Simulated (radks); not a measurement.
These are the eigenvalues of the occupied orbitals of an atom or ion with whole-number occupations (hartree). All-electron calculation, non-relativistic Kohn-Sham, PBE, spin-polarised, spherical densities, point nucleus. Program: a radial shooting solver on a logarithmic mesh with Libxc functionals.

| orbital | eigenvalue |
|---|---|
| 1s up | -1659.034 |
| 1s down | -1658.985 |
| 2s up | -295.4138 |
| 2s down | -295.3872 |
| 2p up | -282.7155 |
| 2p down | -282.6712 |
| 3s up | -93.46930 |
| 3s down | -93.41600 |
| 3p up | -87.92080 |
| 3p down | -87.86134 |
| 3d up | -77.72047 |
| 3d down | -77.66620 |
| 4s up | -43.52778 |
| 4s down | -43.22013 |
| 4p up | -41.22517 |

Which element is it, and in what charge state? The configuration may be excited. Open shells, if any, are filled with parallel spins first.

Answer. Z = 62, samarium, charge +30: Sm30+ in [Ar] 3d10 4s2 4p2. The list shows which subshells hold electrons but not how many an open one holds; the 1s level, -1659 hartree, gives Z - s = 57.6 by -(Z - s)^2/2, which with screening narrows Z to a few neighbours, and the depths of the outer levels then fix element, charge and occupations together.
